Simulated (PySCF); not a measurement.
CH₄AlO (SMILES [CH3][Al+][OH]), charge +1, singlet, at a GFN2-xTB geometry (such geometries of metal compounds can be far from the true shape); BLYP/6-311G** in PySCF.

The PySCF input:
```python
from pyscf import gto, scf, dft

mol = gto.M(
    atom='''
Al    0.01378599   -0.08771531    0.05941353
C    -0.23964694    1.52478693   -1.03280691
H    -0.97632662    2.17684818   -0.54640708
H    -0.60085771    1.23286648   -2.02717849
H     0.71891160    2.05116469   -1.12531413
O     0.22145958   -1.40906733    0.95442481
H     0.34525979   -2.19676333    1.48796681
''',
    basis='6-311g**',
    charge=1,
    verbose=4,
)

mf = dft.RKS(mol)
mf.xc = 'blyp'
mf.grids.atom_grid = (99, 590)
mf.grids.prune = None
mf.kernel()
```

Task: Predict the main parts of the log of this PySCF run.

Result: 
```
PySCF version 2.14.0

[INPUT] verbose = 4
[INPUT] num. atoms = 7
[INPUT] num. electrons = 30
[INPUT] charge = 1
[INPUT] spin (= nelec alpha-beta = 2S) = 0
[INPUT] symmetry False subgroup None
[INPUT] Mole.unit = angstrom
[INPUT] Symbol           X                Y                Z      unit          X                Y                Z       unit  Magmom
[INPUT]  1 Al     0.013785990000  -0.087715310000   0.059413530000 AA    0.026051745456  -0.165757912831   0.112275299794 Bohr   0.0
[INPUT]  2 C     -0.239646940000   1.524786930000  -1.032806910000 AA   -0.452867083190   2.881429696016  -1.951722199458 Bohr   0.0
[INPUT]  3 H     -0.976326620000   2.176848180000  -0.546407080000 AA   -1.844989919922   4.113646874958  -1.032559733723 Bohr   0.0
[INPUT]  4 H     -0.600857710000   1.232866480000  -2.027178490000 AA   -1.135456511733   2.329779995357  -3.830812151709 Bohr   0.0
[INPUT]  5 H      0.718911600000   2.051164690000  -1.125314130000 AA    1.358546031773   3.876139500478  -2.126535509803 Bohr   0.0
[INPUT]  6 O      0.221459580000  -1.409067330000   0.954424810000 AA    0.418497953861  -2.662751344772   1.803601497390 Bohr   0.0
[INPUT]  7 H      0.345259790000  -2.196763330000   1.487966810000 AA    0.652446444925  -4.151281054188   2.811849753343 Bohr   0.0

nuclear repulsion = 91.2240428511419
number of shells = 44
number of NR pGTOs = 139
number of NR cGTOs = 86
basis = 6-311g**
ecp = {}

******** <class 'pyscf.dft.rks.RKS'> ********
method = RKS
initial guess = minao
damping factor = 0
level_shift factor = 0
DIIS = <class 'pyscf.scf.diis.CDIIS'>
diis_start_cycle = 1
diis_space = 8
diis_damp = 0
SCF conv_tol = 1e-09
SCF conv_tol_grad = None
SCF max_cycles = 50
direct_scf = True
direct_scf_tol = 1e-13
XC library pyscf.dft.libxc version 7.1.2
    S. Lehtola, C. Steigemann, M. J. T. Oliveira, and M. A. L. Marques,  SoftwareX 7, 1–5 (2018)
XC functionals = blyp
    A. D. Becke,  Phys. Rev. A 38, 3098 (1988)
    C. Lee, W. Yang, and R. G. Parr,  Phys. Rev. B 37, 785 (1988)
    B. Miehlich, A. Savin, H. Stoll, and H. Preuss,  Chem. Phys. Lett. 157, 200 (1989)
radial grids:
    Treutler-Ahlrichs [JCP 102, 346 (1995); DOI:10.1063/1.469408] (M4) radial grids

becke partition: Becke, JCP 88, 2547 (1988); DOI:10.1063/1.454033
pruning grids: None
grids dens level: 3
symmetrized grids: False
atomic radii adjust function: <function treutler_atomic_radii_adjust>
User specified grid scheme (99, 590)
small_rho_cutoff = 0
Set gradient conv threshold to 3.16228e-05
Initial guess from minao.
tot grids = 408872
init E= -358.212172799538
  HOMO = -0.359823193296506  LUMO = -0.125838895281106  gap/eV = 6.36704
cycle= 1 E= -357.719336249056  delta_E= 0.493  |g|= 1.09  |ddm|=  2.1
  HOMO = -0.345792443480322  LUMO = -0.252392861508362  gap/eV = 2.54153
cycle= 2 E= -355.539456655287  delta_E= 2.18  |g|= 3.06  |ddm|= 2.14
  HOMO = -0.470362477884934  LUMO = -0.284637363988773  gap/eV = 5.05384
cycle= 3 E= -357.87868294144  delta_E= -2.34  |g|= 0.481  |ddm|=  1.7
  HOMO = -0.500250708719675  LUMO = -0.308856849942245  gap/eV = 5.20809
cycle= 4 E= -357.919493025903  delta_E= -0.0408  |g|= 0.346  |ddm|= 0.653
  HOMO = -0.497543402061957  LUMO = -0.302933222140662  gap/eV = 5.29561
cycle= 5 E= -357.950666414869  delta_E= -0.0312  |g|= 0.0424  |ddm|= 0.246
  HOMO = -0.501309192005514  LUMO = -0.300317635524348  gap/eV = 5.46926
cycle= 6 E= -357.951209331456  delta_E= -0.000543  |g|= 0.00916  |ddm|= 0.0393
  HOMO = -0.503070511992436  LUMO = -0.300767587701454  gap/eV = 5.50494
cycle= 7 E= -357.951226231852  delta_E= -1.69e-05  |g|= 0.00163  |ddm|= 0.00726
  HOMO = -0.502920260562422  LUMO = -0.300646490457739  gap/eV = 5.50415
cycle= 8 E= -357.95122689288  delta_E= -6.61e-07  |g|= 0.000412  |ddm|= 0.00206
  HOMO = -0.502962210538261  LUMO = -0.300678078996838  gap/eV = 5.50443
cycle= 9 E= -357.951226924822  delta_E= -3.19e-08  |g|= 8.66e-05  |ddm|= 0.000284
  HOMO = -0.502967628291057  LUMO = -0.300672055760491  gap/eV = 5.50474
cycle= 10 E= -357.951226926553  delta_E= -1.73e-09  |g|= 1.35e-05  |ddm|= 5.99e-05
  HOMO = -0.502969354294858  LUMO = -0.300672519242362  gap/eV = 5.50478
cycle= 11 E= -357.951226926596  delta_E= -4.37e-11  |g|= 2.24e-06  |ddm|= 1.25e-05
  HOMO = -0.502968985281082  LUMO = -0.300672409476613  gap/eV = 5.50477
Extra cycle  E= -357.951226926595  delta_E= 1.48e-12  |g|= 3.45e-06  |ddm|= 6.41e-06
converged SCF energy = -357.951226926595
```
